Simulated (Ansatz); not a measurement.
FeO₄F₂H₈, that is cis-[FeF2(H2O)4]+ with one electron more, relaxed as a quintet with UKS PBE-D4/def2-SVP in Ansatz, starting from the PBE-D4/def2-SVP geometry of the charge +1 sextet. Force threshold 0.02 eV/Å.

The name describes the sextet; other states may take another shape.

Start:

```xyz
15

Fe    0.134    0.342    0.167
F     0.772    0.522    1.851
O    -0.458   -0.606   -1.687
H     0.058   -1.361   -2.034
H    -0.434    0.089   -2.378
F     0.154    1.844   -0.861
O    -0.401   -1.633    0.821
H    -1.277   -2.026    0.635
H    -0.238   -1.728    1.783
O    -1.832    0.983    0.770
H    -2.013    1.813    0.279
H    -1.844    1.237    1.717
O     2.160   -0.071   -0.449
H     2.734   -0.108    0.346
H     2.484    0.702   -0.959
```

**Question.** Estimate the energy that the relaxation releases and the steps that it takes.

**Answer.** 1.25 eV, in 21 steps; 80 s on 4 threads of Intel Xeon Platinum 8259CL on a shared host. No frequencies were taken in this run, so the end may be a saddle point.

**Question.** Does the start keep its bonding and symmetry?

**Answer.** By distances, no bond broke or formed. The bond that changes most is Fe1–F2, from 1.81 to 2.13 Å (atoms count from 1). A close non-bonded pair moves further: F2–H12, from 2.72 to 1.78 Å.

**Question.** Predict the relaxed structure.

**Answer.** 
```xyz
15

Fe   -0.122   -0.308   -0.127
F     0.510    0.183    1.848
O    -0.501   -0.585   -2.206
H     0.264   -0.970   -2.677
H    -0.296    0.416   -2.156
F     0.136    1.552   -1.137
O    -0.456   -1.984    1.150
H    -1.385   -2.056    1.444
H    -0.034   -1.307    1.789
O    -1.616    1.049    0.714
H    -1.216    1.699    0.076
H    -0.980    1.074    1.481
O     2.029    0.068   -0.258
H     1.941    0.240    0.718
H     1.726    0.929   -0.660
```
Bond lengths: 4 × Fe–O 2.13 to 2.19 Å; 2 × F–Fe 2.13 Å; 8 × H–O 0.98 to 1.02 Å.
